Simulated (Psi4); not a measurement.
C$_{4}$H$_{6}$, singlet, geometry from GFN2-xTB, atoms displaced at random by about 0.1 Å a coordinate; PBE0/STO-3G in Psi4 1.11.

The Psi4 input:
```
memory 2 GB

molecule {
0 1
  C     0.05129106    1.14263585    0.34216028
  C    -0.02189664   -1.23940585    0.43714208
  C     0.68974370   -0.01285455   -0.35154597
  C    -0.77933515   -0.01794201   -0.53138652
  H     0.05592104    1.08240110    1.35780534
  H     0.23192080    2.06213200   -0.01459058
  H     0.08135070   -1.11829321    1.36822219
  H    -0.01117205   -2.22678699    0.00612401
  H     1.59318447   -0.08628365   -1.18412018
  H    -1.48394006    0.08651462   -0.97697778
}

set basis sto-3g
set hess_update none

optimize('pbe0')
print_variables()
```

It wrote (shortened):

```
gradient() will perform analytic gradient computation.

   => Loading Basis Set <=

    Name: STO-3G
    Role: ORBITAL
    Keyword: BASIS

         ---------------------------------------------------------
                                   SCF
               by Justin Turney, Rob Parrish, Andy Simmonett
                          and Daniel G. A. Smith
                              RKS Reference
         ---------------------------------------------------------

  ==> Geometry <==

    Molecular point group: c1
    Full point group: C1

    Geometry (in Angstrom), charge = 0, multiplicity = 1:

       Center              X                  Y                   Z               Mass
    ------------   -----------------  -----------------  -----------------  -----------------
         C            0.055943368709     1.174694686326     0.354792708225    12.000000000000
         C           -0.017244331291    -1.207347013674     0.449774508225    12.000000000000
         C            0.694396008709     0.019204286326    -0.338913541775    12.000000000000
         C           -0.774682841291     0.014116826326    -0.518754091775    12.000000000000
         H            0.060573348709     1.114459936326     1.370437768225     1.007825032230
         H            0.236573108709     2.094190836326    -0.001958151775     1.007825032230
         H            0.086003008709    -1.086234373674     1.380854618225     1.007825032230
         H           -0.006519741291    -2.194728153674     0.018756438225     1.007825032230
         H            1.597836778709    -0.054224813674    -1.171487751775     1.007825032230
         H           -1.479287751291     0.118573456326    -0.964345351775     1.007825032230

  Running in c1 symmetry.

  Rotational constants: A =      0.52017  B =      0.28287  C =      0.26059 [cm^-1]
  Rotational constants: A =  15594.39775  B =   8480.22728  C =   7812.31394 [MHz]
  Nuclear repulsion =  113.093641722287828

  Charge       = 0
  Multiplicity = 1
  Electrons    = 30
  Nalpha       = 15
  Nbeta        = 15

  ==> Algorithm <==

  SCF Algorithm Type is DF.
  DIIS enabled.
  MOM disabled.
  Fractional occupation disabled.
  Guess Type is SAD.
  Energy threshold   = 1.00e-08
  Density threshold  = 1.00e-08
  Integral threshold = 1.00e-12

  ==> Primary Basis <==

  Basis Set: STO-3G
    Blend: STO-3G
    Number of shells: 18
    Number of basis functions: 26
    Number of Cartesian functions: 26
    Spherical Harmonics?: true
[...]
  @DF-RKS Final Energy:  -153.88393640602041
    Total Energy =                       -153.8839364060204105
  @DF-RKS Final Energy:  -153.88393723437122
    Total Energy =                       -153.8839372343712171
  @DF-RKS Final Energy:  -153.88393869509000
    Total Energy =                       -153.8839386950899950
  @DF-RKS Final Energy:  -153.88393900859907
    Total Energy =                       -153.8839390085990715
  @DF-RKS Final Energy:  -153.88393916525743
    Total Energy =                       -153.8839391652574307
  @DF-RKS Final Energy:  -153.88393922916831
    Total Energy =                       -153.8839392291683055
  @DF-RKS Final Energy:  -153.88393939341563
    Total Energy =                       -153.8839393934156305
[...]

	Measures of convergence in internal coordinates in au.

	Criteria marked as inactive (o), active & met (*), and active & unmet ( ).

	----------------------------------------------------------------------------------------------
	   Step    Total Energy     Delta E     Max Force     RMS Force      Max Disp      RMS Disp
	----------------------------------------------------------------------------------------------
	  Convergence Criteria     1.00e-06 *    3.00e-04 *             o    1.20e-03 *             o
	----------------------------------------------------------------------------------------------
	    20    -153.88393939   -1.64e-07 *    5.41e-05 *    8.08e-06 o    4.97e-04 *    1.16e-04 o  ~
	----------------------------------------------------------------------------------------------

Next Geometry in Ang
	Fragment 1 (Ang)

	    C   0.0553492442   1.1296460301   0.3277431313
	    C  -0.0415061869  -1.1264194267   0.3406484422
	    C   0.7399478477  -0.0338449322  -0.3600647066
	    C  -0.7543155224   0.0305175295  -0.3293359950
	    H   0.0813054607   1.2092926738   1.4228526341
	    H   0.0861599627   2.0932297040  -0.1924800926
	    H  -0.0219726683  -1.1955265889   1.4366059414
	    H  -0.0936997637  -2.0949531555  -0.1685623050
	    H   1.4838290808  -0.0702498600  -1.1549897671
	    H  -1.5308077053   0.0593765269  -1.0928259568

    Final optimized geometry and variables:
    Molecular point group: c1
    Full point group: C1

    Geometry (in Angstrom), charge = 0, multiplicity = 1:

    C            0.055371496486     1.129639544302     0.327735217922
    C           -0.041451174326    -1.126407439826     0.340652366642
    C            0.739968846857    -0.033825988691    -0.360107776835
    C           -0.754282477634     0.030495917976    -0.329330044480
    H            0.081352796828     1.209266012215     1.422844596136
    H            0.086153210928     2.093230006328    -0.192477123225
    H           -0.022237147097    -1.195514771104     1.436613781311
    H           -0.093654439402    -2.094941725190    -0.168555437392
    H            1.483963603844    -0.070187623279    -1.155084310799
    H           -1.530894966783     0.059314568249    -1.092699943331

  Variable Map:
  ----------------------------------------------------------------------------
[...]
  Array Variable Map:
  ----------------------------------------------------------------------------
[...]
Optimizer: Optimization complete!
```
